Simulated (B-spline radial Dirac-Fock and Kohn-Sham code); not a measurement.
Subshell cross sections of Zn⁷⁺, photon energy 319 eV

System: zinc as Zn⁷⁺, configuration [Ar] 3d5.

These are calculated numbers from an atomic code on a B-spline grid; the model is independent-particle photoionisation in a Dirac-Hartree-Slater potential with a Latter tail, all multipoles, thresholds from Dirac-Fock ΔSCF. The asymmetry parameter β is from the dipole term alone. Kinetic energies are from the vacuum level. Open shells are spread statistically over j, without multiplet splitting.

| subshell | electrons | binding (eV) | kinetic (eV) | σ (kb) | β |
| --- | --- | --- | --- | --- | --- |
| 3s | 2 | 304.5 | 14.53 | 205 | 2.00 |
| 3p1/2 | 2 | 251.9 | 67.13 | 263 | 1.29 |
| 3p3/2 | 4 | 248.3 | 70.66 | 544 | 1.30 |
| 3d3/2 | 2 | 169.0 | 150.0 | 381 | 1.16 |
| 3d5/2 | 3 | 168.4 | 150.6 | 566 | 1.16 |

Branching ratios of the spin-orbit partners (statistical value in brackets): 3p 2.07 (2.00), 3d 1.49 (1.50).
